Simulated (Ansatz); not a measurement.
`CBr` and `[SiH3]Br` differ in one element.

Ansatz, PBE0-D4/def2-TZVP geometries, multiplicity 1. 

Scalar relativity is left out up to krypton.

```
                                          property   `CBr`
             HOMO energy (ωB97M-V/def2-TZVPP) / eV  -10.20
              HOMO–LUMO gap (PBE0/def2-TZVPP) / eV    8.01
size of the dipole moment (ωB97M-V/def2-TZVPP) / D    1.89
               LUMO energy (B3LYP/def2-TZVPP) / eV   -0.23
    zero-point energy (PBE0-D4/def2-TZVP) / kJ/mol    97.8
    size of the dipole moment (PBE/def2-TZVPP) / D    1.83
```

Task: Give the same properties after the change, and the shifts. (Estimate.)

Result: Computed: 
| property | `[SiH3]Br` | shift |
| --- | --- | --- |
| HOMO energy (ωB97M-V/def2-TZVPP) / eV | -10.69 | -0.49 |
| HOMO–LUMO gap (PBE0/def2-TZVPP) / eV | 8.12 | 0.11 |
| size of the dipole moment (ωB97M-V/def2-TZVPP) / D | 1.32 | -0.57 |
| LUMO energy (B3LYP/def2-TZVPP) / eV | -0.58 | -0.35 |
| zero-point energy (PBE0-D4/def2-TZVP) / kJ/mol | 67.4 | -30.4 |
| size of the dipole moment (PBE/def2-TZVPP) / D | 1.19 | -0.64 |

With PBE0 the HOMO falls by 0.54 eV and the LUMO falls by 0.43 eV, so the gap widens by about 0.11 eV. PBE moves the HOMO by -0.58 eV and ωB97M-V by -0.49 eV. Dipoles are sizes alone; their direction can turn.

B3LYP here is the variant with VWN-RPA as its local correlation; programs differ in this.

Spin–orbit coupling is left out; it splits and shifts lone-pair levels of the heavy atoms by tenths of an eV.
